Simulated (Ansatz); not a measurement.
Two members of one family ((NaH)n), computed with Ansatz in the gas phase. A dash marks a value that wasn't run or was left out as unsound. The structures are stationary points that may keep the symmetry of their start. Remarks come from the PBE and PBE0 runs and from stability tests at other levels; not every state was tested. HOMO above LUMO (over both spins in singlets and doublets, within one spin in higher multiplets; at PBE or PBE0), or a gap under 0.15 eV within one spin, warns that the state may not be the lowest or that an electron is smeared out.

First: (NaH)4 ring (singlet, charge 0, PBE-D4/def2-SVP geometry).

```xyz
8

Na    1.4467   -0.1366   -2.1219
H    -0.2379    0.9257   -2.5588
Na   -1.7626    1.3667   -1.2802
H    -2.4228    1.1346    0.6360
Na   -1.4467    0.1366    2.1219
H     0.2379   -0.9257    2.5588
Na    1.7626   -1.3667    1.2802
H     2.4228   -1.1346   -0.6360
```

```csv
level,HOMO (eV),LUMO (eV),gap (eV),vertical IE (eV),vertical triplet (eV)
LDA (SPW92)/def2-TZVP,-4.59,-0.85,3.74,–,–
PBE-D4/def2-TZVP,-4.50,-0.75,3.76,6.73,3.74
B3LYP-D4/6-31G,-5.42,-0.47,4.95,–,–
PBE0-D4/def2-SVP,-5.52,-0.12,5.40,–,–
PBE0-D4/def2-TZVP,-5.57,-0.20,5.37,7.16,4.28
```

Second: (NaH)4 cube (singlet, charge 0, PBE-D4/def2-SVP geometry).

Cartesian coordinates in Å:
```
Na -1.171 1.220 -0.833
H -1.560 0.308 1.159
Na -0.897 -1.631 0.292
H -0.599 -0.737 -1.723
Na 1.495 -0.295 -1.110
H 0.936 1.703 -0.306
Na 0.574 0.705 1.651
H 1.222 -1.274 0.869
```

Problem. Estimate the same table for the second.

Solution. 
| level | HOMO (eV) | LUMO (eV) | gap (eV) | vertical IE (eV) | vertical triplet (eV) |
| --- | --- | --- | --- | --- | --- |
| LDA (SPW92)/def2-TZVP | -4.57 | -0.77 | 3.80 | – | – |
| PBE-D4/def2-TZVP | -4.46 | -0.72 | 3.75 | 6.92 | 3.73 |
| B3LYP-D4/6-31G | -5.31 | -0.41 | 4.90 | – | – |
| PBE0-D4/def2-SVP | -5.47 | -0.12 | 5.36 | – | – |
| PBE0-D4/def2-TZVP | -5.50 | -0.21 | 5.29 | 7.25 | 4.22 |

Remarks: gap within one spin near zero at PBE or PBE0 (+1 doublet), gap within one spin near zero at PBE or PBE0 (triplet).
